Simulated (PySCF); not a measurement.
Sb2, charge +1, doublet, geometry from GFN2-xTB (a state made from the parent by changing its charge; the spin is typed, not shown lowest) (core potentials on Sb), with bond 2-1 at 1.3 times its length. Base run: HF/def2-SV(P) in PySCF.

Here is a job for PySCF.
```python
from pyscf import gto, scf

mol = gto.Mole()
mol.atom = '''
    Sb   -0.00000000   -0.00000000   -1.34486088
    Sb    0.00000000    0.00000000    2.15177741
'''
mol.basis = 'def2-sv(p)'
mol.ecp = {'Sb': 'def2-sv(p)'}
mol.charge = 1
mol.spin = 1
mol.verbose = 4
mol.build()

mf = scf.UHF(mol)
mf.kernel()
```

The base run was repeated with changes; each row names its change, and settings that it needs were set with it.

| change | ΔE vs base (mEh) | SCF cycles | <S^2> | outcome |
|---|---|---|---|---|
| base | 0.000 | 10 | 0.754 | converged |
| diis = off; damp = 0.3 (with mf.diis_start_cycle = 200; with mf.max_cycle = 150) | 0.000 | 18 | 0.754 | converged |
| init_guess = huckel | 0.000 | 8 | 0.754 | converged |
| level_shift = 0.3 (with mf.max_cycle = 100) | 0.000 | 12 | 0.754 | converged |
| DIIS = EDIIS | 0.000 | 21 | 0.754 | converged |
| conv_tol = 1e-7 | 0.000 | 8 | 0.754 | converged |
| DIIS = ADIIS | 0.000 | 12 | 0.754 | converged |
| conv_tol = 1e-6 | 0.000 | 7 | 0.754 | converged |
| diis_space = 20 | 0.000 | 10 | 0.754 | converged |
| diis = off (with mf.max_cycle = 100) | 0.000 | 13 | 0.754 | converged |
| solver = newton; init_guess = 1e | 44.067 | - | 1.799 | another SCF solution |
| diis_space = 2 | 0.000 | 11 | 0.754 | converged |
| conv_tol = 1e-4 | 0.000 | 5 | 0.754 | converged |

A guess, shift, damping, solver or small numerical setting can't move a converged solution much, so rows marked as another SCF solution ended in a different state.

Open shells are given as the SCF converged; they aren't shown to be the lowest states, and a large step between rows can be another state.
